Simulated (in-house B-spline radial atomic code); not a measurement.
The gadolinium ion Gd⁷⁺: [He] 2s1 2p6 3s2 3p6 3d10 4s2 4p6 4d10 4f6 5s2 5p4 (with a hole in an inner shell)

Computed with a B-spline radial code for spherical atoms: Dirac-Hartree-Fock, average of configuration, Fermi nucleus of rms radius 5.1569 fm.

Z_r = [3n² - l(l+1)]/(2<r>); Z_e = n√(-2ε); the last column is Slater's effective charge. Values are occupation-weighted means over j. An effective charge above Z reflects the relativistic contraction of the inner shells.

| shell | electrons | ε (eV) | <r> (bohr) | Z_r | Z_e | Slater |
| --- | --- | --- | --- | --- | --- | --- |
| 1s | 2 | -50883 | 0.0219 | 68.48 | 61.15 | 63.70 |
| 2s | 1 | -8730.7 | 0.09261 | 64.79 | 50.66 | 60.20 |
| 2p | 6 | -7804.3 | 0.08163 | 61.25 | 47.90 | 60.20 |
| 3s | 2 | -2083.5 | 0.2407 | 56.09 | 37.12 | 53.60 |
| 3p | 6 | -1797.6 | 0.2387 | 52.37 | 34.48 | 53.60 |
| 3d | 10 | -1406.1 | 0.2168 | 48.43 | 30.50 | 43.85 |
| 4s | 2 | -529.51 | 0.5437 | 44.14 | 24.95 | 37.25 |
| 4p | 6 | -429.66 | 0.5719 | 40.22 | 22.48 | 37.25 |
| 4d | 10 | -284 | 0.6138 | 34.21 | 18.28 | 25.85 |
| 5s | 2 | -152.19 | 1.233 | 30.41 | 16.72 | 14.85 |
| 4f | 6 | -127.83 | 0.711 | 25.32 | 12.26 | 17.25 |
| 5p | 4 | -123.33 | 1.357 | 26.89 | 15.05 | 14.85 |

The least bound orbital is 5p3/2 at -121.2 eV, and it is also the most diffuse (<r> = 1.376 bohr). The part-filled 2s shell lies below the filled 5s shell in orbital energy.

Spin-orbit splittings of the orbital energies (j = l + 1/2 above j = l - 1/2 when positive): 2p 706.4 eV, 3p 150.3 eV, 3d 33.26 eV, 4p 34.37 eV, 4d 6.544 eV, 4f 0.9737 eV, 5p 6.237 eV.

For the 1s electron the small component carries 5.69 % of the norm, the zero-frequency Breit interaction raises the level by 147.2 eV, self-energy by 90.31 eV, and vacuum polarisation lowers it by 14.72 eV.
